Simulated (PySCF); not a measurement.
C3H8N, SMILES [CH2]NCC, multiplicity 2. Atoms are numbered in the order given.

```xyz
12

C      1.8417     0.5422     0.1505
N      0.4791     0.4226     0.3776
C     -0.3496    -0.3342    -0.5409
C     -1.7470    -0.5568     0.0229
H      2.3465    -0.3432    -0.2469
H      2.3957     1.1921     0.8319
H      0.0314     1.2672     0.7246
H     -0.4155     0.1558    -1.5362
H      0.1458    -1.3057    -0.7129
H     -1.7008    -1.0866     0.9870
H     -2.3617    -1.1476    -0.6735
H     -2.2660     0.4029     0.1882
```
Charge 0, spin multiplicity 2.

The structure is a stationary point at B3LYP-D3(BJ)/def2-SVP. The isomer is the one that the SMILES or the coordinates give; other isomers of the formula were not compared. One conformer was computed; it need not be the lowest.

All values below come from PySCF with CAM-B3LYP/def2-TZVP.

ESP charges are fitted to the potential on shells at 1.4 to 2.0 van der Waals radii. Atomic charges (e):

```tsv
atom	Mulliken	meta-Löwdin	Löwdin	ESP fit	Mulliken spin
C1	-0.30	-0.30	-0.37	-0.64	0.86
N2	-0.25	(withheld)	0.02	-0.33	0.18
C3	-0.07	(withheld)	-0.33	0.26	-0.02
C4	-0.36	-0.33	-0.32	-0.60	0.00
H5	0.11	(withheld)	0.10	0.22	-0.03
H6	0.12	(withheld)	0.10	0.22	-0.03
H7	0.20	0.22	0.18	0.33	0.00
H8	0.10	0.09	0.12	0.01	0.03
H9	0.10	0.11	0.13	0.07	0.00
H10	0.12	(withheld)	0.12	0.15	0.00
H11	0.12	(withheld)	0.12	0.16	0.00
H12	0.11	(withheld)	0.12	0.14	0.00
```

Question: Complete the blanks. (The exact figures need the calculation; the answer reports its results.)

Answer: 
- N2, meta-Löwdin: -0.26
- C3, meta-Löwdin: -0.08
- H5, meta-Löwdin: 0.11
- H6, meta-Löwdin: 0.11
- H10, meta-Löwdin: 0.11
- H11, meta-Löwdin: 0.11
- H12, meta-Löwdin: 0.10

Computed Mayer and Wiberg (Löwdin basis) orders of the bonds:
```
bond    Mayer  Wiberg
------  -----  ------
C1–N2    1.20    1.73
N2–C3    0.94    1.32
C3–C4    0.96    1.31
C1–H5    0.97    0.95
C1–H6    0.97    0.95
N2–H7    0.93    0.87
C3–H8    0.96    0.87
C3–H9    0.96    0.86
C4–H10   0.97    0.91
C4–H11   0.98    0.91
C4–H12   0.98    0.91
```
